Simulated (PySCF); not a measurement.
SMILES F[Si](F)(F)CC[SiH](Cl)Cl, singlet (B3LYP/def2-SVP optimised geometry):

```
14

Si    -1.404    -2.624    -3.254
F     -0.977    -1.777    -4.554
F     -3.011    -2.717    -3.268
F     -0.833    -4.114    -3.441
C     -0.795    -1.823    -1.703
C     -1.302    -0.371    -1.548
Si    -0.691     0.500     0.000
Cl    -1.387     2.451     0.000
Cl     1.387     0.500     0.000
H     -1.109    -2.451    -0.850
H      0.309    -1.851    -1.711
H     -1.001     0.241    -2.415
H     -2.406    -0.342    -1.522
H     -1.142    -0.159     1.249
```

Computed with B3LYP/def2-TZVP run with PySCF 2.14.0.

Q: What are the frontier orbital energies and the dipole moment?

A: HOMO-2 -9.44 eV, HOMO-1 -9.17 eV, HOMO -8.65 eV, LUMO -0.35 eV, LUMO+1 -0.12 eV; dipole moment 1.49 D.

Meta-Löwdin charges at B3LYP/def2-TZVP: Si1 1.67, F2 -0.49, F3 -0.49, F4 -0.49, C5 -0.49, C6 -0.44, Si7 0.88, Cl8 -0.29, Cl9 -0.30, H10 0.13, H11 0.14, H12 0.13, H13 0.13, H14 -0.10.
